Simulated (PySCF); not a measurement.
H₂S₂, charge +1, multiplicity 2. Atoms are numbered in the order given.

```xyz
4

S      0.0950    -0.9877     0.0000
S     -0.0950     0.9877     0.0000
H     -1.2424    -1.2078     0.0000
H      1.2424     1.2078     0.0000
```
Charge +1, spin multiplicity 2.

Geometry optimised at PBE0-D3(BJ)/def2-TZVP. The multiplicity is an assumed one; other spin states were not compared.

Level of theory: PBE0/def2-TZVPD in PySCF.

```yaml
total_energy: -797.00687 hartree
point_group: C2h
"α spin, highest occupied and lowest empty level": -14.27 and -7.68 eV
"β spin, highest occupied and lowest empty level": -16.10 and -10.86 eV
dipole_moment_about_the_centre_of_nuclear_charge: 0.000 e·Å
mean_static_polarisability: 35.9 bohr³ (5.33 Å³)
polarisability_principal_values: 25.6, 30.4, 51.8 bohr³
"⟨S²⟩": 0.757 (pure state 0.75)
```
